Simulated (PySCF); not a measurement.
A structure optimised at B3LYP-D3(BJ)/def2-SVP, used in a PySCF frequency run:

```xyz
11

F      2.2346    -0.2019    -0.4795
Si     0.9941    -0.2002     0.5573
O      0.2355     1.2744     0.5640
C     -1.0264     1.3786    -0.1183
Si    -1.6027    -0.4241    -0.5008
O     -0.1967    -1.2129    -0.0017
H      1.5293    -0.5674     1.8740
H     -1.7324     1.9261     0.5278
H     -0.9007     1.9745    -1.0394
H     -2.7652    -0.8682     0.3142
H     -1.8738    -0.6702    -1.9416
```
Charge 0, spin multiplicity 1.

### Question
Write its SMILES and formula.

### Answer
F[Si@H]1OC[SiH2]O1, CH₅FO₂Si₂

### Question
What are its rotational constants (standard atomic weights)?

### Answer
4.2532, 1.9661, 1.5734 GHz
